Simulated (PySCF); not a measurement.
C2HO2 (SMILES O=[C-]C=O), charge -1, singlet, geometry from GFN2-xTB (in this run its highest filled SCF level lies above zero, so its values depend strongly on the basis, on diffuse functions most of all); PySCF with MP2/STO-3G.

Here is a job for PySCF.
```python
from pyscf import gto, scf, mp

mol = gto.Mole()
mol.atom = '''
    C     0.31713830    0.54782505   -0.19540831
    C    -0.03599745   -0.70869134    0.06198081
    O     0.81236598    1.62949696    0.08359265
    O    -1.13968581   -1.34581562    0.02327185
    H     0.93171368   -1.30425298   -0.05435090
'''
mol.basis = 'sto-3g'
mol.charge = -1
mol.verbose = 4
mol.build()

mf = scf.RHF(mol)
mf.kernel()

pt = mp.MP2(mf)
pt.kernel()
print('E(MP2) = %.10f' % pt.e_tot)
```

Problem. Predict the main parts of the log of this PySCF run.

Solution. 
```
PySCF version 2.14.0

[INPUT] verbose = 4
[INPUT] num. atoms = 5
[INPUT] num. electrons = 30
[INPUT] charge = -1
[INPUT] spin (= nelec alpha-beta = 2S) = 0
[INPUT] symmetry False subgroup None
[INPUT] Mole.unit = angstrom
[INPUT] Symbol           X                Y                Z      unit          X                Y                Z       unit  Magmom
[INPUT]  1 C      0.317138300000   0.547825050000  -0.195408310000 AA    0.599304530610   1.035239308676  -0.369268188364 Bohr   0.0
[INPUT]  2 C     -0.035997450000  -0.708691340000   0.061980810000 AA   -0.068025321683  -1.339232539451   0.117126755879 Bohr   0.0
[INPUT]  3 O      0.812365980000   1.629496960000   0.083592650000 AA    1.535149215114   3.079302975211   0.157967214527 Bohr   0.0
[INPUT]  4 O     -1.139685810000  -1.345815620000   0.023271850000 AA   -2.153694048953  -2.543222935962   0.043977422912 Bohr   0.0
[INPUT]  5 H      0.931713680000  -1.304252980000  -0.054350900000 AA    1.760683681711  -2.464680929348  -0.102708315624 Bohr   0.0

nuclear repulsion = 93.2289839200228
number of shells = 13
number of NR pGTOs = 63
number of NR cGTOs = 21
basis = sto-3g
ecp = {}

******** <class 'pyscf.scf.hf.RHF'> ********
method = RHF
initial guess = minao
damping factor = 0
level_shift factor = 0
DIIS = <class 'pyscf.scf.diis.CDIIS'>
diis_start_cycle = 1
diis_space = 8
diis_damp = 0
SCF conv_tol = 1e-09
SCF conv_tol_grad = None
SCF max_cycles = 50
direct_scf = True
direct_scf_tol = 1e-13
Set gradient conv threshold to 3.16228e-05
Initial guess from minao.
init E= -223.653857082451
  HOMO = -0.0868637781337129  LUMO = 0.0983214671140222  gap/eV = 5.03915
cycle= 1 E= -222.54925800372  delta_E=  1.1  |g|= 0.773  |ddm|= 3.44
  HOMO = 0.225613699988479  LUMO = 0.472615771129852  gap/eV = 6.72127
cycle= 2 E= -222.667743694601  delta_E= -0.118  |g|= 0.593  |ddm|= 1.79
  HOMO = 0.157376797314841  LUMO = 0.567298918402182  gap/eV = 11.15455
cycle= 3 E= -222.765752050236  delta_E= -0.098  |g|= 0.0527  |ddm|= 0.75
  HOMO = 0.142589576169742  LUMO = 0.577634750022516  gap/eV = 11.83818
cycle= 4 E= -222.76789395781  delta_E= -0.00214  |g|= 0.017  |ddm|= 0.145
  HOMO = 0.142326551284773  LUMO = 0.579460662039846  gap/eV = 11.89503
cycle= 5 E= -222.768208633722  delta_E= -0.000315  |g|= 0.00918  |ddm|= 0.0559
  HOMO = 0.142946560192494  LUMO = 0.580164539346952  gap/eV = 11.89731
cycle= 6 E= -222.768287744206  delta_E= -7.91e-05  |g|= 0.00362  |ddm|= 0.0304
  HOMO = 0.142463457809378  LUMO = 0.58115006977199  gap/eV = 11.93727
cycle= 7 E= -222.768312389206  delta_E= -2.46e-05  |g|= 0.00207  |ddm|= 0.0177
  HOMO = 0.142418881273349  LUMO = 0.580839630416589  gap/eV = 11.93004
cycle= 8 E= -222.768324672828  delta_E= -1.23e-05  |g|= 0.00137  |ddm|= 0.0135
  HOMO = 0.142451530735721  LUMO = 0.580921572714832  gap/eV = 11.93138
cycle= 9 E= -222.7683321176  delta_E= -7.44e-06  |g|= 0.000724  |ddm|= 0.0139
  HOMO = 0.142495049405826  LUMO = 0.580842706768138  gap/eV = 11.92805
cycle= 10 E= -222.768334491863  delta_E= -2.37e-06  |g|= 0.000156  |ddm|= 0.0114
  HOMO = 0.142455572448504  LUMO = 0.580816751077884  gap/eV = 11.92842
cycle= 11 E= -222.768334547533  delta_E= -5.57e-08  |g|= 3.43e-05  |ddm|= 0.00162
  HOMO = 0.142451916586127  LUMO = 0.580812396622475  gap/eV = 11.92840
cycle= 12 E= -222.768334549073  delta_E= -1.54e-09  |g|= 1.17e-05  |ddm|= 0.000151
  HOMO = 0.142451291968508  LUMO = 0.580811149969962  gap/eV = 11.92838
cycle= 13 E= -222.768334549258  delta_E= -1.84e-10  |g|= 2.81e-06  |ddm|= 5.99e-05
  HOMO = 0.142451070589521  LUMO = 0.580810915722708  gap/eV = 11.92838
Extra cycle  E= -222.768334549263  delta_E= -5.8e-12  |g|= 1.43e-06  |ddm|= 6.31e-06
converged SCF energy = -222.768334549263

******** <class 'pyscf.mp.mp2.RMP2'> ********
nocc = 15, nmo = 21
E(RMP2) = -222.985685438593  E_corr = -0.217350889330097
E(SCS-RMP2) = -222.987169323543  E_corr = -0.21883477427951
E_corr(same-spin) = -0.0484457225960847
E_corr(oppo-spin) = -0.168905166734013
E(MP2) = -222.9856854386
```
